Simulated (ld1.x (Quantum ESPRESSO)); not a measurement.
Plane-wave convergence, TM potential for Dy (Z = 66)

ld1.x (Quantum ESPRESSO) 7.5 input, shortened:

```
&input
   title='Dy', zed=66., rel=1, dft='PBE', iswitch=3,
   config='[Xe] 4f10 5d0 6s2 6p0'
 /
 &inputp
   pseudotype=2, tm=.true., lloc=-1, rcloc=2.15,
   nlcc=.false.
 /
4
6S  1  0   2.00   0.00  3.20  3.20  0.0
5P  2  1   6.00   0.00  1.70  1.70  0.0
5D  3  2   0.00   0.00  3.15  3.15  0.0
4F  4  3  10.00   0.00  0.95  0.95  0.0
 &test
   configts(1)='4f10 5p6 5d0 6s2 6p0'
 /
```

The pseudo-atom Hamiltonian at the reference potential is diagonalised in spherical Bessel functions j_l(qr) that vanish at 20 bohr, with q² up to the cutoff. All-electron valence levels (Ry): 6s -0.2753, 5p -1.8631, 6p -0.0852, 5d -0.0860, 4f -0.2284.

How do the lowest levels (Ry) of each channel move with the cutoff, and are there ghosts?

```tsv
cutoff (Ry)	s #1	s #2	s #3	p #1	p #2	d #1	f #1	f #2	Σ f·Δε (mRy)
8	-2.6167	-0.2747	0.0012	-1.7409	-0.0738	-0.0521	0.0947	0.2060	3961.3
18	-3.2172	-0.2753	0.0011	-1.8129	-0.0778	-0.0859	0.0947	0.2060	3528.6
35	-3.2370	-0.2753	0.0011	-1.8610	-0.0828	-0.0860	0.0947	0.2059	3239.6
55	-3.2371	-0.2753	0.0011	-1.8621	-0.0829	-0.0860	0.0947	0.2059	3232.8
90	-3.2371	-0.2753	0.0011	-1.8631	-0.0830	-0.0860	0.0947	0.2059	3227.2
140	-3.2371	-0.2753	0.0011	-1.8631	-0.0830	-0.0860	0.0947	0.2058	3226.9
230	-3.2371	-0.2753	0.0011	-1.8631	-0.0830	-0.0860	-0.0493	0.0949	1787.0
400	-3.2371	-0.2753	0.0011	-1.8631	-0.0830	-0.0860	-0.2280	0.0948	0.0
```

Result: ghost state, extra bound levels that the all-electron valence spectrum of the same l lacks: s at -44.0 eV (a true bound ghost makes a file unfit for plane-wave use); 10 mRy is reached at over 300 Ry and 1 mRy at over 300 Ry.

1 of 7 tests not solved or not reliable.
